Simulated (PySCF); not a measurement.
An element was calculated at PBE (PySCF 2.14, spin-free X2C, a triple-zeta basis, no spin-orbit coupling), in the ground configurations that NIST lists.

```
first ionisation energy  : 6.398 eV
second ionisation energy : 15.327 eV
third ionisation energy  : 29.789 eV
```

Problem. Which element is it?

Solution. Vanadium (V, Z = 23), in x2c-TZVPPall. NIST lists 6.746, 14.634 ± 0.007, 29.311 eV for these ionisation energies.
